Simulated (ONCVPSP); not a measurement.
# Transferability test, ONCV potential for ruthenium

ruthenium (Ru), optimised norm-conserving Vanderbilt (ONCV), made with ONCVPSP 4.0.1 (LDA (Perdew-Wang 92), fully relativistic). Core [Kr], reference 4d7 5s1. Waves: 5s: rc 2.45 bohr, ncon 4, nbas 9, qcut 2.6 1/bohr, 2 projectors, debl 0.3 Ha; p scattering state at 0.19 Ha: rc 2.60 bohr, ncon 4, nbas 8, qcut 2.9 1/bohr, 2 projectors, debl 3.1 Ha; 4d: rc 2.35 bohr, ncon 4, nbas 9, qcut 5.2 1/bohr, 2 projectors, debl 3.4 Ha. Local part: polynomial inside 2.15 bohr (lpopt 5, dvloc0 -1 Ha). Core correction: Teter function fitted to the true core (icmod 2), fcfact 0.65.

Open shells are filled in proportion to 2j + 1.

In the p channel the program set the typed energies aside and used 0.050, 3.150 Ha (j = l + 1/2; the other j can differ).

Energies are relative to the spin-unpolarised reference configuration 4d7 5s1; without spin polarisation the order of configurations can differ from experiment. Not all tests gave a result: 1 of 4 tests not solved or not reliable.

| valence configuration | charge | ΔE all-electron (eV) | error AE − PS (meV) |
| --- | --- | --- | --- |
| 4d7 5s0 | +1 | 7.607 | +1.4 |
| 4d6 5s0 | +2 | 26.044 | +5.7 |
| 4d6 5s2 | 0 | 1.621 | -16 |

Levels in the configuration 4d6 5s0:

| level | all-electron (eV) | pseudo (eV) |
| --- | --- | --- |
| 4d j=5/2 | -24.224 | -24.235 |
| 4d j=3/2 | -24.601 | -24.610 |

Note: no bound ghost flagged; GHOST(+) flagged for s at 3.7 eV, p3/2 at 92.6 eV, p1/2 at 95.5 eV.
